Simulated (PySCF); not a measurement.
SMILES [GeH3][CH2]Cc1ccccc1, GFN2-xTB optimised geometry.

```
21

Ge    -0.29    -2.49    -2.69
C     -1.85    -2.26    -1.50
C     -1.47    -1.92    -0.05
C     -0.71    -0.63     0.00
C     -1.38     0.59     0.00
C     -0.68     1.78     0.00
C      0.71     1.77     0.00
C      1.38     0.56     0.00
C      0.68    -0.63     0.00
H      0.70    -3.45    -2.12
H     -0.73    -3.05    -4.01
H      0.43    -1.21    -2.98
H     -2.49    -1.47    -1.90
H     -2.43    -3.18    -1.51
H     -2.38    -1.84     0.55
H     -0.86    -2.72     0.36
H     -2.46     0.60     0.00
H     -1.21     2.72    -0.01
H      1.26     2.70     0.00
H      2.46     0.55     0.00
H      1.21    -1.57     0.01
```

Density from PBE0/def2-SVP run with PySCF at that geometry.

Minimum of the electron density along straight lines between bonded atoms, close to the bond critical point (lines longer than 1.1 times the sum of covalent radii, or with two minima, are not listed):

| bond | length / Å | ρ at the minimum / e bohr⁻³ | ∇²ρ there / e bohr⁻⁵ | position (fraction from the first atom) |
|---|---|---|---|---|
| Ge1–C2 | 1.975 | 0.125 | 0.03 | 0.47 |
| C2–C3 | 1.531 | 0.238 | -0.52 | 0.50 |
| C3–C4 | 1.500 | 0.257 | -0.61 | 0.49 |
| C4–C5 | 1.389 | 0.310 | -0.79 | 0.50 |
| C5–C6 | 1.383 | 0.312 | -0.80 | 0.50 |
| C6–C7 | 1.385 | 0.312 | -0.80 | 0.50 |
| C7–C8 | 1.384 | 0.312 | -0.80 | 0.50 |
| C4–C9 | 1.389 | 0.310 | -0.79 | 0.50 |
| C8–C9 | 1.384 | 0.312 | -0.80 | 0.50 |
| Ge1–H10 | 1.496 | 0.141 | 0.09 | 0.59 |
| Ge1–H11 | 1.498 | 0.141 | 0.08 | 0.59 |
| Ge1–H12 | 1.492 | 0.143 | 0.08 | 0.59 |
| C2–H13 | 1.092 | 0.273 | -0.98 | 0.62 |
| C2–H14 | 1.093 | 0.272 | -0.97 | 0.62 |
| C3–H15 | 1.094 | 0.275 | -1.00 | 0.62 |
| C3–H16 | 1.093 | 0.276 | -1.00 | 0.62 |
| C5–H17 | 1.081 | 0.282 | -1.06 | 0.63 |
| C6–H18 | 1.081 | 0.283 | -1.07 | 0.63 |
| C7–H19 | 1.080 | 0.283 | -1.07 | 0.63 |
| C8–H20 | 1.080 | 0.283 | -1.07 | 0.63 |
| C9–H21 | 1.083 | 0.282 | -1.06 | 0.63 |
